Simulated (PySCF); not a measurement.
**Ionising SiSn**

PBE; Si x2c-SVPall, Sn x2c-SVPall; spin-free X2C with a Gaussian nucleus (PySCF 2.14). Neutral (UKS): triplet (π ↑↑), Re = 2.554 Å, ωe = 332 cm⁻¹, De = 3.03 eV, HOMO -4.48 eV, LUMO -4.11 eV.

SiSn⁺ (UKS): quartet (σ ↑, π ↑↑), Re = 2.579 Å, ωe = 294 cm⁻¹, De = 2.99 eV to Si + Sn⁺. The energies at the minima are -6465.20287 hartree for SiSn and -6464.93470 for SiSn⁺.

**Question.** Work out the adiabatic ionisation energy, without and with harmonic zero-point energies (1 hartree = 27.2114 eV, 1 eV = 8065.5 cm⁻¹), and the change of the bond length.

**Answer.** At PBE: 0.26817 hartree = 7.297 eV between the minima; the zero-point term (294.0 − 332.0)/2 cm⁻¹ = -0.002 eV makes it 7.295 eV. Re changes by +2.5 pm against the neutral. The electron leaves a σ orbital, and the small change of length marks it as nearly non-bonding.

Spin–orbit coupling is left out, which matters for elements this heavy, above all for dissociation energies. For an ion De counts to the pair picked by the measured ionisation energies or electron affinities, which need not be the lowest pair at this level. States were picked by a PBE0 search and need not be the measured ground states.
